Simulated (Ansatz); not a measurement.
Ansatz (a first-principles code) input (CCSD(T)/aug-cc-pV(D+d)Z):
A basis named .json is the Basis Set Exchange file of that set.

Ansatz 0.2 input:
```yaml
crystal:
  periodic: [false, false, false]
  atoms:
    - {symbol: Si, position_ang: [-0.01185707, -0.37680189, -0.00624924]}
    - {symbol: Cl, position_ang: [0.18620249, 0.91187279, -1.60983213]}
    - {symbol: Cl, position_ang: [-0.06128382, 0.78630284, 1.69043708]}
    - {symbol: N, position_ang: [1.34225610, -1.43493392, -0.17769303]}
    - {symbol: N, position_ang: [-1.40151617, -1.33058996, 0.00059192]}
    - {symbol: H, position_ang: [2.22458444, -1.09972825, 0.21124400]}
    - {symbol: H, position_ang: [-1.48096819, -2.13309641, -0.60317939]}
    - {symbol: H, position_ang: [-2.28641434, -1.00226759, 0.34884808]}
basis:
  gaussian:
    orbitals: aug-cc-pV_D+d_Z.json
magnetization: {spin_polarized: true, initial_magnetization: 1}
correlation: {method: ccsd_t, electrons: outside_noble_gas}
output: {forces: true}
```

End of the output:

```
mean field evaluation 1: about -35880.0892 eV, gradient 2.9e1 eV
mean field evaluation 2: about -35880.1722 eV, gradient 3.0e1 eV
mean field evaluation 4: about -35884.8239 eV, gradient 3.0e0 eV
mean field evaluation 8: about -35884.9690 eV, gradient 2.4e-1 eV
mean field evaluation 16: about -35884.9717 eV, gradient 2.2e-6 eV
mean field evaluation 32: about -35884.8171 eV, gradient 2.3e0 eV
mean field evaluation 64: about -35876.6837 eV, gradient 3.3e1 eV
mean field -35884.97169191 eV, -1318.7483859702 hartree, gradient 2.7e-6 eV, S^2 0.759065; 4 other end points of the search recorded, 0 dependent functions left out
determinant -35884.97169191 eV, -1318.7483859702 hartree, with singles and doubles -35905.81026966 eV, -1319.5141895776 hartree
determinant -35883.66441748 eV, -1318.7003445212 hartree, with singles and doubles -35904.53893124 eV, -1319.4674687523 hartree
17 core orbitals not correlated
reference -35884.97169191 eV, -1318.7483859702 hartree; 16, 15 occupied and 136, 137 virtual orbitals, 1657 factors
densities: 7.39 GiB planned
second order -19.44269246 eV of doubles, -0.00000000 eV of singles
coupled cluster: 4.03 GiB planned
cycle   1  -20.81451338 eV  change   -4.8e-1 eV  update   2.9e-2
cycle   2  -20.85046706 eV  change   -3.6e-2 eV  update   7.3e-3
cycle   3  -20.85482121 eV  change   -4.4e-3 eV  update   3.9e-3
cycle   4  -20.85621617 eV  change   -1.4e-3 eV  update   1.5e-3
cycle   5  -20.85655925 eV  change   -3.4e-4 eV  update   7.8e-4
cycle   6  -20.85695386 eV  change   -3.9e-4 eV  update   4.2e-4
cycle   7  -20.85709050 eV  change   -1.4e-4 eV  update   2.4e-4
cycle   8  -20.85709731 eV  change   -6.8e-6 eV  update   1.6e-4
cycle   9  -20.85708609 eV  change    1.1e-5 eV  update   1.3e-4
cycle  10  -20.85707692 eV  change    9.2e-6 eV  update   9.8e-5
cycle  11  -20.85707795 eV  change   -1.0e-6 eV  update   6.7e-5
cycle  12  -20.85707837 eV  change   -4.1e-7 eV  update   3.8e-5
cycle  13  -20.85708301 eV  change   -4.6e-6 eV  update   1.9e-5
cycle  14  -20.85708191 eV  change    1.1e-6 eV  update   8.5e-6
cycle  15  -20.85708215 eV  change   -2.4e-7 eV  update   4.5e-6
cycle  16  -20.85708213 eV  change    2.1e-8 eV  update   2.2e-6
cycle  17  -20.85708219 eV  change   -6.1e-8 eV  update   1.1e-6
cycle  18  -20.85708224 eV  change   -4.5e-8 eV  update   5.2e-7
perturbative correction -0.67570502 eV, -0.0248317017 hartree
the calculation of the forces begins
Total energy: -35906.50447917 eV, -1319.5397013066 hartree
Atom 0 at    -0.011857    -0.376802    -0.006249 Å, force    -0.111431     0.462096     0.035197 eV/Å
Atom 1 at     0.186202     0.911873    -1.609832 Å, force     0.049133     0.178994    -0.212462 eV/Å
Atom 2 at    -0.061284     0.786303     1.690437 Å, force    -0.025490     0.151959     0.221022 eV/Å
Atom 3 at     1.342256    -1.434934    -0.177693 Å, force     0.150842    -0.597662    -0.244844 eV/Å
Atom 4 at    -1.401516    -1.330590     0.000592 Å, force    -0.050441    -0.197299     0.174126 eV/Å
Atom 5 at     2.224584    -1.099728     0.211244 Å, force     0.362617     0.149588     0.158962 eV/Å
Atom 6 at    -1.480968    -2.133096    -0.603179 Å, force    -0.033191    -0.286814    -0.248616 eV/Å
Atom 7 at    -2.286414    -1.002268     0.348848 Å, force    -0.342038     0.139137     0.116614 eV/Å
Dipole moment:    -0.177617    -0.207358     0.069304 e Å
```

It need not be the lowest isomer of its formula.
